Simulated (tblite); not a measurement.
Parent: `[NH2:1][c:2]1[cH:3][cH:4][cH:5][n:6][c:7]1[S:8][SiH3:9]` with N6–C7–S8–Si9 0°, C5H8N2SSi.

Computed geometry: GFN2-xTB, gas phase. One conformer each, not checked by frequencies here.

| coordinate of the parent | value |
| --- | --- |
| N1–C2 | 1.366 Å |
| C2–C3 | 1.389 Å |
| C3–C4 | 1.393 Å |
| C4–C5 | 1.378 Å |
| C5–N6 | 1.330 Å |
| N6–C7 | 1.324 Å |
| C7–S8 | 1.719 Å |
| S8–Si9 | 2.212 Å |
| C2–C7 | 1.411 Å |
| N1–C2–C3 | 123.4° |
| N1–C2–C7 | 120.2° |
| C3–C2–C7 | 116.3° |
| C2–C3–C4 | 120.1° |
| C3–C4–C5 | 119.3° |
| C4–C5–N6 | 121.1° |
| C5–N6–C7 | 120.5° |
| N6–C7–S8 | 111.4° |
| C2–C7–N6 | 122.8° |
| C2–C7–S8 | 125.9° |
| C7–S8–Si9 | 83.9° |

**Question.** How does the shared frame change in `[CH3:1][c:2]1[cH:3][cH:4][c:5]([NH2:6])[c:7]([S:8][SiH3:9])[n:10]1` with C5–C7–S8–Si9 179°, C6H10N2SSi? Atoms pair as N1 = N6, C2 = C5, C3 = C4, C4 = C3, C5 = C2, N6 = N10, C7 = C7, S8 = S8, Si9 = Si9 (parent first).

**Answer.** 
```csv
parent,relative,value in the relative,change
N1–C2,N6–C5,1.370 Å,+0.004
C2–C3,C5–C4,1.390 Å,+0.001
C3–C4,C4–C3,1.390 Å,-0.003
C4–C5,C3–C2,1.385 Å,+0.007
C5–N6,C2–N10,1.334 Å,+0.004
N6–C7,N10–C7,1.326 Å,+0.002
C7–S8,C7–S8,1.720 Å,+0.001
S8–Si9,S8–Si9,2.210 Å,-0.002
C2–C7,C5–C7,1.407 Å,-0.004
N1–C2–C3,N6–C5–C4,123.4°,0.0
N1–C2–C7,N6–C5–C7,120.5°,+0.3
C3–C2–C7,C4–C5–C7,116.0°,-0.3
C2–C3–C4,C5–C4–C3,120.2°,+0.1
C3–C4–C5,C4–C3–C2,120.0°,+0.7
C4–C5–N6,C3–C2–N10,119.6°,-1.5
C5–N6–C7,C2–N10–C7,121.3°,+0.8
N6–C7–S8,N10–C7–S8,111.2°,-0.2
C2–C7–N6,C5–C7–N10,122.8°,0.0
C2–C7–S8,C5–C7–S8,126.0°,+0.1
C7–S8–Si9,C7–S8–Si9,83.8°,-0.1
```

Of the parent's bonds, C4–C5 changes most (+0.007 Å). Bonds of the relative outside the shared frame: C1–C2 1.495 Å.

**Question.** How does the shared frame change in `[cH:1]1[cH:2][n:3][c:4]2[c:5]([cH:6]1)[NH:7][SiH2:8][S:9]2`, C5H6N2SSi? Atoms pair as C2 = C5, C3 = C6, C4 = C1, C5 = C2, N6 = N3, C7 = C4 (parent first).

**Answer.** 
```csv
parent,relative,value in the relative,change
C2–C3,C5–C6,1.385 Å,-0.004
C3–C4,C6–C1,1.389 Å,-0.004
C4–C5,C1–C2,1.384 Å,+0.006
C5–N6,C2–N3,1.325 Å,-0.005
N6–C7,N3–C4,1.311 Å,-0.013
C2–C7,C5–C4,1.405 Å,-0.006
C3–C2–C7,C6–C5–C4,117.4°,+1.1
C2–C3–C4,C5–C6–C1,118.7°,-1.4
C3–C4–C5,C6–C1–C2,118.8°,-0.5
C4–C5–N6,C1–C2–N3,123.1°,+2.0
C5–N6–C7,C2–N3–C4,118.2°,-2.3
C2–C7–N6,C5–C4–N3,123.9°,+1.1
```

Of the parent's bonds, N6–C7 changes most (-0.013 Å). Bonds of the relative outside the shared frame: C5–N7 1.377, N7–Si8 1.726, Si8–S9 2.148, C4–S9 1.760 Å.
